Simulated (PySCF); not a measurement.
MgO. Atoms are numbered in the order given.

```xyz
2

Mg     0.0000     0.0000    -0.6963
O      0.0000     0.0000     1.0444
```
Charge 0, spin multiplicity 1.

Geometry optimised at B3LYP-D3(BJ)/def2-TZVPD.

The numbers are results of IEF-PCM-ωB97X/def2-TZVPD (PySCF), not measurements.

The values are the electrostatic part of the solvation free energy, E(continuum) − E(gas) at the gas-phase geometry, in a cavity of scaled van der Waals radii (PySCF's table); cavitation and dispersion terms are not included. A continuum can't describe solvent molecules that bind to the metal. In vacuum the orbital gap is 6.44 eV. The dipole moment in vacuum is 8.43 D.

Computed values in water (ε = 78.36), methanol (ε = 32.61), acetonitrile (ε = 35.69):
```tsv
solvent	ε	ΔG(elec) (kcal/mol)	dipole (D)	gap (eV)
water	78.36	-55.6	13.97	8.77
methanol	32.61	-53.7	13.86	8.69
acetonitrile	35.69	-54.0	13.88	8.70
```
